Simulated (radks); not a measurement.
Removal energies from the copper ion Cu3+, [Ar] 3d8, by Delta-SCF beside the eigenvalue of the level emptied. All-electron calculation, scalar-relativistic Kohn-Sham, r2SCAN, spin-polarised, spherical densities, finite nucleus; meta-GGA in the generalised Kohn-Sham scheme; Fermi nuclear charge, rms radius of each element as measured or else 0.836 A^(1/3) + 0.57 fm. Program: a radial shooting solver on a logarithmic mesh with Libxc functionals. Open shells are filled with parallel spins first.

removed from       final configuration  Delta-SCF (eV)  -eigenvalue (eV)
3d                            [Ar] 3d7          57.662            47.432
3p                    [Ne] 3s2 3p5 3d8          129.55            118.54
3s                    [Ne] 3s1 3p6 3d8          174.13            162.99
2p            [He] 2s2 2p5 3s2 3p6 3d8          1002.0            970.75
